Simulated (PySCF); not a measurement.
C6H10, SMILES [C@@H]1(C=C)[C@@H](C1)C. Atoms are numbered in the order given.

```xyz
16

C      1.9044    -0.9915     0.3364
C      1.1348    -0.0702     0.9253
C      0.2293     0.8975     0.2540
C     -0.1248     0.8189    -1.2094
C     -1.1830     0.5107    -0.1842
C     -1.7119    -0.8939    -0.0163
H      1.9496    -1.0971    -0.7514
H      2.5242    -1.6729     0.9250
H      1.1462    -0.0037     2.0209
H      0.2968     1.9088     0.6719
H      0.2693    -0.0233    -1.7854
H     -0.1863     1.7529    -1.7743
H     -1.9323     1.2943    -0.0245
H     -2.1569    -1.0373     0.9823
H     -0.9121    -1.6400    -0.1336
H     -2.4911    -1.1106    -0.7656
```

The structure is a stationary point at B3LYP-D3(BJ)/def2-SVP. The values are those of a single conformer.

Computed with PBE/def2-TZVP (PySCF).

Gas-phase values at a fixed geometry.

```
Property                                                                                                       Result
---------------------------------------------------------------------------------------------  ----------------------
total energy                                                                                       -234.35877 hartree
highest occupied level                                                                                       -5.87 eV
lowest empty level                                                                                           -0.81 eV
orbital gap                                                                                                   5.07 eV
dipole moment                                                                                                  0.54 D
quadrupole, principal values (traceless, Buckingham form, about the centre of nuclear charge)   -3.55, 1.02, 2.53 D·Å
mean static polarisability                                                                      72.6 bohr³ (10.75 Å³)
polarisability, principal values                                                               65.8, 67.3, 84.5 bohr³
```
